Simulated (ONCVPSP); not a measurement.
# Scattering properties, ONCV potential for Sc

scandium (Sc), optimised norm-conserving Vanderbilt (ONCV), made with ONCVPSP 4.0.1 (LDA (Perdew-Wang 92), scalar-relativistic). Core [Ne], reference 3s2 3p6 3d1 4s1 (charge +1). Waves: 3s+4s: rc 1.65 bohr, ncon 3, nbas 7, qcut 9.6 1/bohr, 2 projectors; 3p: rc 1.45 bohr, ncon 4, nbas 7, qcut 8.9 1/bohr, 3 projectors, debl 3.5 Ha; 3d: rc 2.25 bohr, ncon 3, nbas 7, qcut 6.2 1/bohr, 2 projectors, debl 2.7 Ha. Local part: polynomial inside 1.10 bohr (lpopt 5, dvloc0 1 Ha). Core correction: none.

The phase is arctan(r·R′/R) of the radial function R(r), unwrapped; energies in Ha, scanned from -4 to 5 Ha. A pole is an energy at which the radial function vanishes at the test radius. The pseudo phase is shifted by a multiple of π to meet the all-electron one at the reference energy, and phase errors are pseudo minus all-electron; the curves can meet again beyond the range given. Levels narrower than the energy grid can be missing from the lists of poles.

For each channel, where are the poles, and over which energies does the pseudopotential scatter like the atom?

| channel | radius (bohr) | reference energy (Ha) | poles, all-electron | poles, pseudo | unbroken range about the reference energy with phases within 0.05 rad | phase error 1 Ha above the reference energy (rad) |
| --- | --- | --- | --- | --- | --- | --- |
| s | 1.68 | -0.37 | -1.74 | -1.74 | the whole range | -0.000 |
| p | 1.47 | -1.49 | -0.23 | -0.23 | the whole range | -0.000 |
| d | 2.29 | -0.38 | -0.09, 3.02 | -0.09, 3.04 | below 4.3 | +0.021 |

Phases in the p channel:

| E (Ha) | all-electron | pseudo |
| --- | --- | --- |
| -3.98 | 1.067 | 1.067 |
| -3.50 | 0.942 | 0.942 |
| -3.02 | 0.706 | 0.706 |
| -2.54 | 0.192 | 0.192 |
| -2.06 | -0.612 | -0.612 |
| -1.58 | -1.122 | -1.122 |
| -1.10 | -1.362 | -1.362 |
| -0.62 | -1.495 | -1.495 |
| -0.14 | -1.586 | -1.586 |
| 0.34 | -1.658 | -1.658 |
| 0.82 | -1.726 | -1.726 |
| 1.30 | -1.798 | -1.798 |
| 1.78 | -1.887 | -1.887 |
| 2.26 | -2.013 | -2.013 |
| 2.74 | -2.221 | -2.221 |
| 3.22 | -2.611 | -2.611 |
| 3.70 | -3.262 | -3.262 |
| 4.18 | -3.841 | -3.840 |
| 4.66 | -4.154 | -4.154 |
